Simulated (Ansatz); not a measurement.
`[Br][Al]1[SiH2][S]1` from Hartree–Fock to CCSD(T)

Cartesian coordinates in Å:
```
Br -2.030 -2.680 -0.961
Al -0.798 -0.902 -0.415
Si 0.778 0.515 0.496
S -0.777 1.198 -0.921
H 2.156 0.703 -0.026
H 0.671 1.165 1.827
```

The species carries charge 0 and has multiplicity 1. Correlated methods include outer-core shells of Br, which these sets cover unevenly. Scalar relativity is left out up to krypton. All single points use the PBE0-D4/def2-TZVP geometry. Frozen core, restricted reference, the Gaussian-basis code of Ansatz.

```csv
basis,HF (Eh),MP2 corr.
def2-SVP,-3501.45869,-0.50376
def2-TZVPP,-3502.10111,-0.62948
def2-QZVPP,-3502.17646,-0.97832
```

Task: Estimate the CCSD correlation energy and the (T) correction in each basis where they were run (hartree).

Result: 
```json
{"basis": "def2-SVP", "CCSD corr.": "-0.53795", "(T)": "-0.01683"}
{"basis": "def2-TZVPP", "CCSD corr.": "-0.66729", "(T)": "-0.02999"}
```
